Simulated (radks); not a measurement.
The numbers below are computed, except where a source is named.
Species: O IV. Configuration: 1s1.5 2s2 2p1.5 (fractional occupations, a model configuration). Level of theory: non-relativistic Kohn-Sham, exchange-only PBE, spin-polarised, spherical densities, point nucleus; open shells are filled with parallel spins first (a radial shooting solver on a logarithmic mesh with Libxc functionals). Some entries of the table are withheld. Estimate them.

orbital,occ.,eigenvalue (eV),r(max) (bohr),<r> (bohr)
1s up,1,-625.6701,0.1273,(1)
1s down,0.5,-609.7354,0.1279,(2)
2s up,1,-84.0750,0.7738,0.9386
2s down,1,-78.6838,0.7898,0.9655
2p up,1.5,-70.4143,0.6544,0.8614
2p down,0,-64.5084,0.6780,0.8991

Answer. 
(1) 1s up <r> (bohr): 0.1950
(2) 1s down <r> (bohr): 0.1961
